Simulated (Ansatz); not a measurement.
Program: Ansatz. Geometries: PBE0-D4/def2-TZVP. ΔE: electronic, gas phase. CCSD(T)/CBS adds triple-zeta CCSD(T) − MP2 to the extrapolated MP2 energy (def2 sets, frozen cores). This one scheme is used for every species. DFT in def2-TZVPP. One conformer a species, not always the lowest.

`CSB[SiH3]` + H₂S → `CSBS` + SiH₄  (cleavage of the B–Si bond)

```csv
level,ΔE (kJ/mol)
BLYP-D4,-81.8
r2SCAN-D4,-84.0
B97M-V,-81.7
PBE,-78.3
revPBE,-78.0
RPA@PBE/def2-TZVPP,-79.6
HF/def2-SVP,-94.4
MP2/def2-TZVPP,-89.8
```

**Question.** What does CCSD(T)/CBS give? (Best estimate.)

**Answer.** Computed: -80.3 kJ/mol. The listed levels differ from it by -1.5, -3.7, -1.4, 2.0, 2.3, 0.7, -14.1, -9.5 kJ/mol.

Largest T1 diagnostic among the species: 0.015.

At CCSD(T), def2-SVP lies −9.3 kJ/mol from the extrapolated value and def2-TZVPP −0.6 kJ/mol. From BLYP to BHLYP (50 % exact exchange), in def2-TZVPP and without D4, ΔE moves by −4.1 kJ/mol. Leaving LDA and LC-ωPBE aside and taking each functional with its dispersion term where it has one, the values, not all of them listed here, spread over 7.0 kJ/mol, from B2PLYP to PBE-D4.
